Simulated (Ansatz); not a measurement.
`C[N](C)[In]([NH2])[Cl]` + HCl → `[NH2][In]([Cl])[Cl]` + `CNC`  (ligand exchange at the In–N bond)

Calculated with Ansatz (gas phase, PBE0-D4/def2-TZVP geometries, no zero-point term in ΔE). CBS: MP2 limit from def2 TZ/QZ plus the TZ coupled-cluster correction, frozen cores. This one scheme is used for every species. Functionals use def2-TZVPP. B3LYP here is the variant with VWN-RPA as its local correlation; programs differ in this. def2 core potentials past Kr. For In outer-core shells are correlated without core-valence functions, which leaves a few kJ/mol of doubt a bond. Each species was taken in one conformer, which may not be the lowest.

| level | ΔE (kcal/mol) |
| --- | --- |
| PBE-D4 | -25.6 |
| B3LYP-D4 | -26.6 |
| CCSD(T)/def2-TZVPP | -24.2 |
| CCSD/CBS(def2) | -25.5 |

(1) What does CCSD(T)/CBS give? (Best estimate.)

Largest T1 diagnostic among the species: 0.014.

## Answers

(1) Ansatz gave: -24.3 kcal/mol. The listed levels differ from it by -1.3, -2.3, 0.1, -1.2 kcal/mol.

In def2-TZVPP, CCSD(T) changes the Hartree–Fock value by +10.1 kcal/mol (the triples alone add +1.2 kcal/mol) and MP2 by +10.7 kcal/mol. From PBE to PBE0 (25 % exact exchange), in def2-TZVPP and without D4, ΔE moves by −1.6 kcal/mol.
